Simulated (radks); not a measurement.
The numbers below are computed, except where a source is named.
Problem. The table gives one normalised radial function P(r) = r R(r) of Si+ in [Ne] 3s2 3p0.5 4f0.5 (r in bohr). Code: a radial shooting solver on a logarithmic mesh with Libxc functionals. Model: non-relativistic Kohn-Sham, RPBE, spin-polarised, spherical densities, point nucleus; open shells are filled with parallel spins first.

| r | P |
|---|---|
| 0.008502 | 0.0000 |
| 0.01134 | 0.0000 |
| 0.01512 | 0.0000 |
| 0.02033 | 0.0000 |
| 0.02712 | 0.0000 |
| 0.03617 | 0.0000 |
| 0.04824 | 0.0000 |
| 0.06434 | 0.0000 |
| 0.08582 | 0.0000 |
| 0.1145 | 0.0000 |
| 0.1527 | 0.0000 |
| 0.2036 | 0.0000 |
| 0.2716 | 0.0001 |
| 0.3651 | 0.0002 |
| 0.487 | 0.0004 |
| 0.6495 | 0.0010 |
| 0.8663 | 0.0025 |
| 1.155 | 0.0059 |
| 1.541 | 0.0135 |
| 2.055 | 0.0291 |
| 2.741 | 0.0574 |
| 3.656 | 0.1061 |
| 4.877 | 0.1782 |
| 6.505 | 0.2721 |
| 8.745 | 0.3640 |
| 11.66 | 0.3093 |
| 15.56 | 0.1652 |
| 20.75 | 0.0498 |
| 27.67 | 0.0064 |

Which n and l does it have? It may be an empty orbital.

Solution. n = 4, l = 3: the number of nodes gives n - l - 1 = 0, the rise at small r (about r^(l+1)) gives l, and the extent must fit the shell. The curve is that of 4f up; the table hardly tells the two spins apart. 4f up: eigenvalue -2.147 eV, 0 radial nodes, <r> = 10.1 bohr, 90 % of the charge inside 14.4 bohr.
